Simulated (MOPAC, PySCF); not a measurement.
H₄GeO₄, SMILES `[OH][Ge]([OH])([OH])[OH]`, neutral singlet in the gas phase. 

Cartesian coordinates (Å):
```xyz
9

O     -1.0309    -0.0448     1.4327
Ge    -0.0001     0.0000     0.0000
O      0.2588     1.7079    -0.3647
O      1.4374    -0.9436     0.4006
O     -0.6654    -0.7196    -1.4685
H     -0.9117    -0.8545     1.9413
H      0.2295     2.2573     0.4265
H      1.8571    -1.3170    -0.3824
H     -1.1748    -0.0857    -1.9855
```
Charge 0, multiplicity 1.

All levels are single points at this geometry (B3LYP-D3(BJ)/def2-TZVP); Pople sets use spherical d functions. Orbital energies aren't observables, and empty levels follow the basis.

```csv
level,HOMO (eV),LUMO (eV),gap (eV),dipole (D),"vertical IE, Delta-SCF (eV)"
B3LYP-D3(BJ)/def2-TZVP in PySCF,-8.92,-0.75,8.16,0.00,11.29
B3LYP/3-21G in PySCF,-7.92,0.04,7.95,0.00,–
B3LYP/6-311+G** (LANL2DZ on Ge) in PySCF,-9.16,-0.95,8.21,0.00,–
M06-2X/6-31G* in PySCF,-10.67,1.05,11.72,0.00,–
PBE/6-31G* in PySCF,-6.98,-1.01,5.97,0.00,–
SVWN5/6-31G* in PySCF,-7.13,-1.22,5.92,0.00,–
AM1 in MOPAC,-12.44,-0.63,11.80,0.00,–
PM6 in MOPAC,-12.17,-0.74,11.43,0.00,–
PM7 in MOPAC,-11.14,-0.90,10.24,0.00,–
```
